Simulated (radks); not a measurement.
Er50+, 18 electrons, occupied as [Ar] (the NIST ground configuration). Calculated with a radial shooting solver on a logarithmic mesh with Libxc functionals: Dirac Kohn-Sham, PBE, spin-unpolarised, spherical densities, finite nucleus; Fermi nuclear charge, rms radius 5.2516 fm.

Normalised radial functions P(r) = r R(r) (large component), r in bohr:

r	1s1/2	2p3/2
0.001133	1.6146	0.0108
0.001406	1.9122	0.0163
0.001745	2.2544	0.0245
0.002183	2.6584	0.0373
0.002709	3.0945	0.0556
0.003362	3.5713	0.0827
0.004173	4.0777	0.1223
0.005179	4.5948	0.1796
0.006428	5.0932	0.2618
0.007978	5.5322	0.3778
0.009901	5.8597	0.5384
0.01229	6.0159	0.7557
0.01537	5.9344	1.0531
0.01908	5.5769	1.4162
0.02368	4.9370	1.8505
0.02939	4.0592	2.3342
0.03648	3.0460	2.8191
0.04527	2.0412	3.2278
0.05618	1.1892	3.4610
0.06973	0.5826	3.4233
0.08654	0.2304	3.0664
0.1083	0.0664	2.4042
0.1344	0.0143	1.6313
0.1668	0.0020	0.9199
0.207	0.0002	0.4126
0.2569	0.0000	0.1394
0.3188	0.0000	0.0332
0.3957	0.0000	0.0051
0.4911	0.0000	0.0005
0.6095	0.0000	0.0000

1s1/2: eigenvalue -60681 eV, 0 radial nodes, <r> = 0.0204 bohr, 90 % of the charge inside 0.0369 bohr. 2p3/2: eigenvalue -11562.4 eV, 0 radial nodes, <r> = 0.0779 bohr, 90 % of the charge inside 0.126 bohr.
